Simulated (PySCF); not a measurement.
# TeC⁻: from constants to spectrum

ROHF-CCSD(T) constants of TeC⁻, ²Π (doublet), unpaired electrons π ↑ (basis Te def2-SVPD with ECP28, C def2-SVPD; scalar-relativistic core potentials; PySCF 2.14; masses 129.9062 and 12.0000 u):

```
ωe              : 643.1 cm⁻¹
ωexe            : 3.5 cm⁻¹
Be              : 0.37043 cm⁻¹
αe              : 0.00286 cm⁻¹
D (centrifugal) : 4.92e-07 cm⁻¹
```

(1) Give the vibrational terms G(v) and spacings up to v = 6.

Correlated steps freeze 5 core orbitals. Spin–orbit coupling is left out, which matters for elements this heavy, above all for dissociation energies. The CCSD T1 diagnostic is raised, a sign that a single reference may not be enough here. The state was picked by a PBE0 search and need not be the measured ground state.

Answers

(1) G(v) = ωe(v+½) − ωexe(v+½)².

| v | G(v) (cm⁻¹) | G(v) − G(v−1) | Bv (cm⁻¹) |
| --- | --- | --- | --- |
| 0 | 320.7 |  | 0.3690 |
| 1 | 956.8 | 636.1 | 0.3661 |
| 2 | 1585.9 | 629.1 | 0.3633 |
| 3 | 2208.0 | 622.1 | 0.3604 |
| 4 | 2823.1 | 615.1 | 0.3576 |
| 5 | 3431.2 | 608.1 | 0.3547 |
| 6 | 4032.3 | 601.1 | 0.3518 |
